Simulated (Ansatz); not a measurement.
Ideal-gas functions of GaH4NO (`[NH2][GaH][OH]`) at 500 K and 1 bar, from an Ansatz frequency run at PBE0-D4/def2-TZVP.

Molar mass 103.76 g/mol, point group Cs (symmetry number 1), electronic degeneracy 1, moments of inertia 26.926, 81.966, 108.892 u Å². Harmonic wavenumbers (cm⁻¹, unscaled): 171, 190, 314, 360, 535, 559, 685, 716, 745, 840, 1563, 2058, 3621, 3727, 3909.

Use S(trans) = R[1.5 ln M + 2.5 ln T − 1.1517]; rotational temperatures θ = 24.2544 K / I; S(rot) = R[ln(√π/σ · √(T³/θAθBθC)) + 1.5]; for each mode x = 1.438777 ν̃/T, S = R[x/(eˣ − 1) − ln(1 − e⁻ˣ)] and H = RT x/(eˣ − 1); 1 cm⁻¹ = 0.0119627 kJ/mol; R = 8.31446 J/(mol·K).

**Question.** By hand: the entropy, in J/(mol·K).

**Answer.** Translation 177.5. Rotation: θ = 0.9008, 0.2959, 0.2227 K, giving 106.5. Vibration, mode by mode: 14.29, 13.44, 9.43, 8.38, 5.50, 5.20, 3.90, 3.63, 3.40, 2.74, 0.51, 0.15, 0.00, 0.00, 0.00, in all 70.6. Electronic 0.0. Sum 354.6 J/(mol·K).

**Question.** By hand: H − E and G − E in kJ/mol, counted from the electronic energy.

**Answer.** Zero-point energy ½ × 19993 × 0.0119627 = 119.6; thermal vibration 19.7; translation, rotation and pV give 4 RT = 16.6. H − E = 155.9 kJ/mol, and G − E = 155.9 − 500 × 354.6/1000 = -21.4 kJ/mol.

Vibration gives 20 % of the entropy. The sum counts one conformer and one mirror image; others add a mixing term.
